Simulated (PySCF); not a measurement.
# Nonlinear optical response: `S(C)c1ccc(B(F)F)o1`, C₅H₅BF₂OS

Geometry (Å), atoms numbered from 1 in this order:
```xyz
15

C    -2.2725    1.5223   -0.0270
S    -2.2639   -0.2421   -0.4081
C    -0.5942   -0.6228   -0.1086
C     0.0665   -1.8314   -0.1813
C     1.4091   -1.5413    0.1572
C     1.4925   -0.1916    0.4167
B     2.6550    0.7108    0.8188
F     2.5071    2.0101    1.0105
F     3.8650    0.1991    0.9856
O     0.2412    0.3545    0.2445
H    -2.0050    1.7012    1.0226
H    -1.5860    2.0706   -0.6850
H    -3.3024    1.8571   -0.2075
H    -0.3695   -2.7917   -0.4440
H     2.2389   -2.2441    0.2113
```

Computed with PySCF, quadratic response CAM-B3LYP/aug-cc-pVDZ first hyperpolarisability, Taylor convention, gas phase. Geometry: PBE0-D3(BJ)/def2-SVP.

Problem. What is the first hyperpolarisability, and how does it disperse?

Solution. In 10⁻³⁰ esu, Taylor convention; the vector part is βᵢ = ⅓ Σⱼ (βᵢⱼⱼ + βⱼᵢⱼ + βⱼⱼᵢ); β∥ is 3/5 of the vector part along the dipole, the dipole points from − to +:
| process | λ (nm) | β vector norm | β∥ | β HRS | depolarisation ratio |
| --- | --- | --- | --- | --- | --- |
| static β(0;0,0) | ∞ | 5.86 | 3.44 | 2.47 | 4.69 |
| second harmonic β(−2ω;ω,ω) | 1907 | 6.64 | 3.91 | 2.80 | 4.75 |
| Pockels β(−ω;ω,0) | 1907 | 6.10 | 3.59 | – | – |
| second harmonic β(−2ω;ω,ω) | 1064 | 9.04 | 5.35 | 3.78 | 4.87 |
| Pockels β(−ω;ω,0) | 1064 | 6.70 | 3.95 | – | – |

Problem. Which lowest excitations, dipole and polarisabilities go with it?

Solution. S1 4.66 eV (f = 0.394); S2 5.04 eV (f = 0.004); S3 5.44 eV (f = 0.007); dipole 2.17 D; isotropic α 100.8 au static, 101.3 au at 1907 nm, 102.4 au at 1064 nm, 102.9 au at 953.5 nm, 108.4 au at 532 nm.
